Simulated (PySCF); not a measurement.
## Electron correlation in Ne²⁺ (neon, charge +2)

[He] 2s1 2p5, high-spin 3P determinant (an excited configuration). All numbers are calculated (PySCF 2.14, scalar relativity by spin-free X2C-1e, in aug-cc-pCVTZ-DK (7s6p4d2f, 59 functions)). Frozen: nothing; 8 electrons correlated.

| level | correlation energy (mhartree) |
| --- | --- |
| CCSD | -267.82 |
| (T) | -3.83 |
| CCSD(T) | -271.65 |

Diagnostics: T1 = 0.0031, D1 = 0.0084, largest double amplitude 0.037.

Cost of the coupled-cluster step: roughly 10 core-seconds, for 8 correlated electrons.

Iterations:

```
CC2 = 0
CCSD nocc = (np.int64(5), np.int64(3)), nmo = (59, 59)
frozen orbitals [[], []]
max_cycle = 100
direct = 0
conv_tol = 1e-08
conv_tol_normt = 1e-06
diis_space = 8
diis_start_cycle = 0
Init t2, MP2 energy = -0.246201226075293
Init E_corr(UCCSD) = -0.246201226096295
cycle = 1  E_corr(UCCSD) = -0.261156804843747  dE = -0.0149555787  norm(t1,t2) = 0.0322028
cycle = 2  E_corr(UCCSD) = -0.265131662256855  dE = -0.00397485741  norm(t1,t2) = 0.0144087
cycle = 3  E_corr(UCCSD) = -0.267913601195304  dE = -0.00278193894  norm(t1,t2) = 0.00710528
cycle = 4  E_corr(UCCSD) = -0.267808036367698  dE = 0.000105564828  norm(t1,t2) = 0.000987226
cycle = 5  E_corr(UCCSD) = -0.267821258288338  dE = -1.32219206e-05  norm(t1,t2) = 0.000223176
cycle = 6  E_corr(UCCSD) = -0.267824541336059  dE = -3.28304772e-06  norm(t1,t2) = 6.89844e-05
cycle = 7  E_corr(UCCSD) = -0.267823173319341  dE = 1.36801672e-06  norm(t1,t2) = 1.69269e-05
cycle = 8  E_corr(UCCSD) = -0.267823053134195  dE = 1.20185146e-07  norm(t1,t2) = 6.18684e-05
cycle = 9  E_corr(UCCSD) = -0.267823225126423  dE = -1.71992228e-07  norm(t1,t2) = 3.95339e-06
cycle = 10  E_corr(UCCSD) = -0.267823215315194  dE = 9.81122888e-09  norm(t1,t2) = 7.30257e-07
UCCSD converged
E(UCCSD) = -125.7920241418469  E_corr = -0.2678232153151945
UCCSD(T) correction = -0.00382761034750815
```
